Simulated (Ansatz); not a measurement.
CH9BOSi2 can be A, `CBO[SiH2][SiH3]`, or B, `CB(O)[SiH2][SiH3]`.

Computed with Ansatz on PBE0-D4/def2-TZVP structures; ΔE is electronic, products minus reactants. CCSD(T)/CBS is the MP2 limit (def2-TZVPP, def2-QZVPP) plus CCSD(T) − MP2 in def2-TZVPP, frozen cores. Functionals use def2-TZVPP. B3LYP here is the variant with VWN-RPA as its local correlation; programs differ in this. Each species was taken in one conformer, which may not be the lowest.

Which is lower in electronic energy at CCSD(T)/CBS, and by how much? (Estimate.)

Ansatz gave: A, by 21.2 kcal/mol.

Give E(B) − E(A) in kcal/mol with PBE0-D4, HF/def2-TZVPP, r2SCAN-D4, B3LYP, CCSD(T)/def2-TZVPP, MP2/def2-TZVPP, ωB97M-V. (An estimate is asked.)

Computed: PBE0-D4 17.5, HF/def2-TZVPP 27.7, r2SCAN-D4 19.5, B3LYP 21.4, CCSD(T)/def2-TZVPP 20.7, MP2/def2-TZVPP 22.0, ωB97M-V 21.3. None reverses the order clearly.

Largest T1 diagnostic: 0.014.

From PBE to PBE0 (25 % exact exchange), in def2-TZVPP and without D4, E(B) − E(A) moves by +2.0 kcal/mol. In def2-TZVPP, CCSD(T) changes the Hartree–Fock value by −7.0 kcal/mol (the triples alone add −1.0 kcal/mol) and MP2 by −5.6 kcal/mol.
